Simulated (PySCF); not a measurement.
# How methods differ on the ionisation energy of F³⁺

F³⁺ [He] 2s2 2p2 [2p1/2^2, M_J = 0] → F⁴⁺ [He] 2s2 2p1 [2p1/2^1, M_J = 1/2], as a difference of total energies. Computed with PySCF 2.14 in an uncontracted even-tempered set (19 s from 0.21 bohr⁻², ratio 2.4; 11 p from 0.27 bohr⁻², ratio 2.4; 5 d from 1.8 bohr⁻², ratio 2.6; 5 f from 2.6 bohr⁻², ratio 2.6), with the two-component X2C-1e Hamiltonian. Correlated levels: nothing frozen; the 30 highest virtual spinors dropped. "Screened" scales the spin-orbit matrix elements by Boettger's factors to mimic the two-electron term; Breit and QED terms are absent.

```tsv
method	ionisation energy (eV)
GHF (spin-free)	86.815
GMP2 (spin-free)	87.369
GHF (screened spin-orbit)	86.785
GMP2 (screened spin-orbit)	87.339
```

Q: How much does correlation contribute at GMP2 (screened spin-orbit)?

A: 87.339 − (86.785) = 0.554 eV, measured against GHF (screened spin-orbit).

The labels give the starting determinants; with spin-orbit coupling the two ends relaxed to ⟨J²⟩ = 1.97, ⟨L²⟩ = 2.00, ⟨S²⟩ = 2.00 and ⟨J²⟩ = 0.93, ⟨L²⟩ = 2.01, ⟨S²⟩ = 0.75.

The determinant of F³⁺ mixes levels of different J (the jj label is only the starting occupation), so the difference between spin-free and spin-orbit rows is not the physical spin-orbit shift.

For comparison: 87.175 ± 0.017 eV (semi-empirical (NIST evaluation); NIST Atomic Spectra Database, ionization energies).
